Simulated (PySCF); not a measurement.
# Deuteron quadrupole couplings in `C=Cc1pcc(C)[p-]1`

C6H7P2 (charge -1).
Structure used (GFN2-xTB), in Å, numbered top down from 1:
```xyz
15
C6H7P2 angstrom
C      3.2276   -0.7427    0.2825
C      2.5046    0.3522    0.0394
C      1.0736    0.4254   -0.0415
P      0.3075    1.9720   -0.3526
C     -1.3008    1.3175   -0.3056
C     -1.4529   -0.0289   -0.0741
C     -2.8122   -0.6701    0.0025
P      0.0139   -0.9609    0.1536
H      2.7470   -1.6952    0.4409
H      4.3064   -0.7235    0.3304
H      3.0155    1.3007   -0.1155
H     -2.1569    1.9666   -0.4614
H     -3.5656   -0.0285   -0.4586
H     -2.8123   -1.6350   -0.5049
H     -3.0999   -0.8417    1.0429
```

Level: PBE0/pcSseg-1 (PySCF, non-relativistic); Q(2H) = 0.00286 b; rigid geometry, the same for H and D, with no vibrational averaging.

Task: Rank these positions by the coupling χzz of a deuteron there, largest first.
A. H12 (aromatic hydrogen)
B. H14 (methyl hydrogen)
C. H10 (vinylic hydrogen)

Result: C (231 kHz), A (224 kHz), B (211 kHz).

Task: Give the electric field gradient Vzz (the principal value of largest size), its asymmetry and the 2H coupling at each hydrogen.

Result: 
```
atom  bonded to  bond length (Å)  Vzz (au)     η  χzz (kHz)
  H9         C1            1.079    0.3377  0.09        227
 H10         C1            1.080    0.3432  0.08        231
 H11         C2            1.088    0.3159  0.05        212
 H12         C5            1.086    0.3338  0.08        224
 H13         C7            1.092    0.3128  0.02        210
 H14         C7            1.090    0.3146  0.01        211
 H15         C7            1.093    0.3112  0.01        209
```

Task: How does χzz go with the bond length over the 7 C–H bonds?

Result: A straight-line fit has a slope of -15.2 kHz for each 0.01 Å, with a correlation coefficient of -0.95, over lengths from 1.079 to 1.093 Å. The longer bonds have the smaller couplings here.

Task: Give the 2H NMR doublet splittings at H9 for a magnetic field along the z, y and x axes of the gradient: 3χ/2, 3χ(1 + η)/4, 3χ(1 − η)/4.

Result: With |χ| = 227.0 kHz and η = 0.086: 340, 185 and 156 kHz, to first order and without motion.

Isolated species at its GFN2-xTB geometry (one conformer only). GFN2-xTB frequencies show an imaginary mode (57i cm⁻¹), so this geometry is no minimum at that level. The pcSseg-1 basis has no diffuse functions, a weakness for an anion. GFN2-xTB bond lengths can be off by several hundredths of an ångström, more for odd bonds, and the gradients follow them. A larger basis could move these couplings by a tenth or more.

The run behind these numbers computed NMR shieldings as well. Time: 27 s wall. Hardware: one thread, Arm Neoverse V1 (shared host).
